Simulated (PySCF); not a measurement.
# Tin: a sound run and one with changed settings

Sound run: Sn²⁺ [Kr] 4d10 5s2, Sn³⁺ [Kr] 4d10 5s1. Computed with PySCF 2.14 in def2-SVP with the def2 core potential (28 electrons), with a scalar-relativistic core potential. In the sound run the correlated levels freeze 4s2 4p6 4d10 outside the core potential. The sound run starts from symmetry-adapted Hartree-Fock orbitals and uses a fine grid where one is needed.

Changed run: all electrons correlated in a basis built for the valence shell.

```json
{"species": "Sn²⁺", "method": "MP2", "sound run (hartree)": "-212.60197", "changed run (hartree)": "-212.63570", "converged": "yes"}
{"species": "Sn³⁺", "method": "MP2", "sound run (hartree)": "n/a", "changed run (hartree)": "-211.55865", "converged": "yes"}
```

Ionisation energy of Sn²⁺:

```
 method  sound run (eV)  changed run (eV)
    UHF          28.557            28.557
    MP2          29.151            29.308
SCS-MP2          29.269            29.407
```

A valence basis has no tight correlating functions, so it recovers only part of the core correlation, and not evenly between atom and ion.

For comparison, NIST gives 30.506 eV between the lowest levels.
